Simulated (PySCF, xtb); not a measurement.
GeFCl₂Br, SMILES [F][Ge]([Cl])([Cl])[Br].

Harmonic wavenumbers (cm⁻¹) from GFN2-xTB (xtb 6.7.1) at its own minimum, in rising order: 94, 100, 122, 149, 157, 260, 352, 380, 430.

Task: What does PBE-D3(BJ)/def2-SVP in PySCF give at its own minimum? (An estimate is asked for; the answer gives what the named calculation found.)

Result: 105, 116, 150, 187, 199, 306, 420, 452, 709. Paired by order, the mean absolute difference is 67 cm⁻¹ and the zero-point energies are 2.9 and 3.8 kcal/mol.
